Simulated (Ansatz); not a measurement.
**How methods differ on GeH2Cl− (SMILES [Cl][GeH2-])**

The species is GeH2Cl− (4 atoms), meant as a singlet with charge -1. As SMILES, `[Cl][GeH2-]`. Geometry: a GFN2-xTB relaxation, a rough one for these elements and not checked as a minimum.

```jsonl
{"atom": "Cl", "x (Å)": "-1.5660", "y (Å)": "0.3897", "z (Å)": "1.0144"}
{"atom": "Ge", "x (Å)": "0.0363", "y (Å)": "-0.8066", "z (Å)": "-0.1638"}
{"atom": "H", "x (Å)": "0.1519", "y (Å)": "0.3841", "z (Å)": "-1.4489"}
{"atom": "H", "x (Å)": "1.3779", "y (Å)": "0.0328", "z (Å)": "0.5983"}
```

Quantity: the energy change with the Cl1–Ge2 bond stretched from 2.321 to 3.481 Å, in eV. The values are calculated.

| level | kind | program | value (eV) | less FCI/STO-3G |
| --- | --- | --- | --- | --- |
| HF/STO-3G (restricted) | Hartree–Fock | Ansatz | 2.32 | +0.06 |
| SVWN5/STO-3G (restricted) | LDA | Ansatz | 2.45 | +0.19 |
| PBE/STO-3G (restricted) | GGA | Ansatz | 2.19 | -0.07 |
| B3LYP/STO-3G (restricted) | global hybrid | Ansatz | 2.24 | -0.02 |
| CAM-B3LYP/STO-3G (restricted) | range-separated hybrid | Ansatz | 2.49 | +0.23 |
| B2PLYP/STO-3G (restricted) | double hybrid | Ansatz | 2.31 | +0.05 |
| MP2/STO-3G (restricted) | perturbation theory | Ansatz | 2.32 | +0.06 |
| CCSD(T)/STO-3G (restricted) | coupled cluster or CI | Ansatz | 2.26 | 0.00 |
| CCSD/STO-3G (restricted) | coupled cluster or CI | Ansatz | 2.26 | 0.00 |
| FCI/STO-3G | exact in the basis | Ansatz | 2.26 | 0.00 |

FCI/STO-3G is exact within its basis and frozen core, so for wave-function methods in that basis the difference is their error; functionals converge differently with the basis, so for them it is only a difference. All-electron rows without a relativistic Hamiltonian named are non-relativistic. Sets without diffuse functions describe the anion poorly. The first shape isn't each level's own minimum. The values span 2.19 to 2.49 eV. All rows use very small basis sets, so none should be taken for the real molecule's value. In the correlated wave-function rows the outer d shell of Ge is correlated, in sets not made for it.
